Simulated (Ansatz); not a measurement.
Breaking a bond: SiAl (cation, charge +1), lowest singlet found (which spin is the ground state isn't settled by this scan).

RHF/aug-cc-pVDZ (Ansatz, an electronic-structure program); RMP2 = Ansatz with MP2 on RHF/aug-cc-pVDZ, frozen core; RCCSD = Ansatz with CCSD on RHF/aug-cc-pVDZ, frozen core; RCCSD(T) = Ansatz with CCSD(T) on RHF/aug-cc-pVDZ, frozen core; RCCSDT = CCSDT on RHF/aug-cc-pVDZ, frozen core (Ansatz); RCCSDT(Q) = CCSDT(Q) on RHF/aug-cc-pVDZ, frozen core (Ansatz); RKS-PBE = restricted PBE/aug-cc-pVDZ (Ansatz); RKS-CAM-B3LYP = restricted CAM-B3LYP/aug-cc-pVDZ (Ansatz); FCI = full CI/aug-cc-pVDZ, frozen core in Ansatz.

All curves are set to zero at 3.16 Å and compared with full CI in the same basis at 3.16, 3.40, 3.71, 4.13, 4.58, 5.08, 5.80, 6.74, 7.96 Å.

Problem. Which method stays most parallel to full CI over these points, and which least?

Solution. RCCSDT(Q) has the smallest spread and RKS-CAM-B3LYP the largest. In order (kcal/mol): RCCSDT(Q) 0.39, RCCSD 0.47, RCCSD(T) 0.55, RCCSDT 0.81, RHF 1.56, RKS-PBE 1.99, RMP2 3.43, RKS-CAM-B3LYP 4.24.

Errors against full CI at some of the points (kcal/mol):

```csv
method,4.13 Å,4.58 Å,6.74 Å,7.96 Å
RCCSDT(Q),0.0,0.1,0.3,0.4
RCCSD,-0.1,-0.2,0.0,0.2
RCCSD(T),0.0,0.1,0.4,0.5
RCCSDT,0.1,0.2,0.7,0.8
RHF,-0.9,-1.3,-0.9,-0.4
RKS-PBE,-0.2,-0.4,-1.1,-2.0
RMP2,0.5,0.7,2.8,3.4
RKS-CAM-B3LYP,0.8,1.0,3.4,4.2
```

The scan ran from 1.65 to 7.96 Å; beyond the distances shown full CI changes its symmetry label. The restricted form behind RHF, RMP2, RKS-PBE, RKS-CAM-B3LYP keeps the bonding electrons paired and can't separate into open-shell fragments.
